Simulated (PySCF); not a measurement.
**Bond length, frequency and bond energy of ZnSb by level of theory**

State: ⁴Σ⁻ (quartet), unpaired electrons σ ↑, π ↑↑. Set-up: basis Zn def2-SVP, Sb def2-SVP with ECP28; scalar-relativistic core potentials; PySCF 2.14. De refers to Zn + Sb in their high-spin ground configurations, without counterpoise correction. The functionals are run spin-unrestricted. A positive dipole means Zn(−)Sb(+). Levels whose curve was spin-contaminated or gave no clean fit are not listed.

| Level | Re (Å) | ωe (cm⁻¹) | De (eV) | μ (D) |
| --- | --- | --- | --- | --- |
| UHF-MP2 | 2.880 | 80.4 | 0.027 | n/a |
| PBE | 2.797 | 122 | 0.416 | -0.77 |
| PBEsol | 2.727 | 138 | 0.55 | -0.77 |
| revPBE | 2.839 | 113 | 0.302 | -0.84 |
| r²SCAN | 2.726 | 142 | 0.50 | -1.08 |
| PBE0 | 2.789 | 124 | 0.355 | -0.99 |
| HSE06 | 2.783 | 126 | 0.387 | -0.99 |
| MN15 | 2.902 | 89.0 | 0.283 | -0.19 |

(1) What does the step from GGA to meta-GGA do here, going from PBE to r²SCAN?

Correlated steps freeze 9 core orbitals. The bond is weak. Basis-set superposition, not corrected here, can be much of De in a small basis, most of all at correlated wavefunction levels. Functionals without a dispersion term scatter widely for such bonds, and LDA overbinds them. Spin–orbit coupling is left out, which matters for elements this heavy, above all for dissociation energies. The state is the lowest determinant that a PBE0 search found; another state may lie lower at other levels.

The whole job (state search and all levels along the bond) took about 2.7 min on 1 thread of Arm Neoverse V2 (shared host), peak memory 0.84 GiB.

Results:

(1) r²SCAN less PBE: -7.1 pm in Re, +16.4 % in ωe, +0.08 eV in De.
